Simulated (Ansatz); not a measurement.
C2H6FIn can be A, `[CH3][In]([CH3])[F]`, or B, `[CH3][InH][CH2]F`.

Gas-phase electronic energies from Ansatz, PBE0-D4/def2-TZVP geometries. CBS: MP2 limit from def2 TZ/QZ plus the TZ coupled-cluster correction, frozen cores. DFT in def2-TZVPP. B3LYP here is the variant with VWN-RPA as its local correlation; programs differ in this. Elements past krypton have def2 core potentials. For In outer-core shells are correlated without core-valence functions, which leaves a few kJ/mol of doubt a bond. Each species was taken in one conformer, which may not be the lowest.

A:

Z-matrix (Å, degrees):
```
C
In 1 2.131
H 1 1.089 2 112.3
H 1 1.091 2 108.6 3 121.3
H 1 1.091 2 108.5 3 -121.3
C 2 2.131 1 144.4 3 -0.6
F 2 1.980 1 107.8 3 179.5
H 6 1.091 2 108.5 1 -121.2
H 6 1.089 2 112.3 1 0.1
H 6 1.091 2 108.5 1 121.4
```

B:

Z-matrix (Å, degrees):
```
C
In 1 2.149
H 1 1.092 2 110.1
H 1 1.092 2 110.0 3 118.5
H 1 1.089 2 110.7 3 -120.8
C 2 2.186 1 119.0 3 121.4
H 2 1.734 1 122.9 3 -58.7
F 6 1.395 2 111.1 1 -0.0
H 6 1.095 2 111.4 1 120.2
H 6 1.095 2 111.3 1 -120.2
```

(1) Which is lower in electronic energy at CCSD(T)/CBS, and by how much? (An estimate is asked.)

(2) Give E(B) − E(A) in kJ/mol with HF/def2-TZVPP, ωB97M-V, B3LYP-D4, B3LYP, CCSD(T)/def2-TZVPP, r2SCAN-D4, CCSD/def2-TZVPP. (Best estimate.)

Largest T1 diagnostic: 0.014.

Results:

(1) The calculation gave: A, by 212.7 kJ/mol.

(2) Ansatz gave: HF/def2-TZVPP 195.6, ωB97M-V 198.5, B3LYP-D4 200.5, B3LYP 201.2, CCSD(T)/def2-TZVPP 203.0, r2SCAN-D4 206.1, CCSD/def2-TZVPP 201.5. None reverses the order clearly.

In def2-TZVPP, CCSD(T) changes the Hartree–Fock value by +7.4 kJ/mol (the triples alone add +1.5 kJ/mol) and MP2 by +21.5 kJ/mol.
